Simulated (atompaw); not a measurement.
**What one change does to a pseudopotential (boron, PAW (atompaw))**

atompaw 4.2.0.5 input, output lines left out:

```
B 5
GGA-PBESOL scalarrelativistic loggrid 1500 logderivrange -3 5 201
2 2 0 0 0 0
2 1 1
0 0 0
c
v
v
2
3.00 2.55 2.55 2.75
y
3.3
n
y
3.95
n
y
-0.15
y
0.4
n
custom rrkj vanderbiltortho sinc
bessel
3.00
3.00
3.00
3.00
3.00
3.00
```

Change: local potential bessel scheme, radius 2.32 bohr.

Cutoffs: the cutoffs (Ry, on a coarse ladder) from which the occupation-weighted sum of valence levels, in a spherical-Bessel basis at the reference potential, stays within 10 and 1 mRy of its value at 400 Ry; they do not see the model core or the augmentation charge, which bear on the density cutoff.

What does the change do?

Both files are so soft that the ladder of cutoffs tells neither apart; neither file shows a bound ghost.

```csv
quantity,base,changed
"cutoff, loose",6 Ry,6 Ry
"cutoff, tight",8 Ry,8 Ry
bound ghosts,none,none
s: phases at 3.02 bohr within 0.05 rad from the reference energy up to (Ry; the scan ends near 5),1.0,1.1
p: phases at 3.02 bohr within 0.05 rad from the reference energy up to (Ry; the scan ends near 5),0.4,0.3
d: phases at 3.02 bohr within 0.05 rad from the reference energy up to (Ry; the scan ends near 5),3.7,3.7
lowest overlap eigenvalue by channel,"s 0.89, p 0.87, d 0.98","s 0.88, p 0.87, d 0.98"
```

 The cutoffs see the waves, projectors and local potential, not the compensation charge or the core.
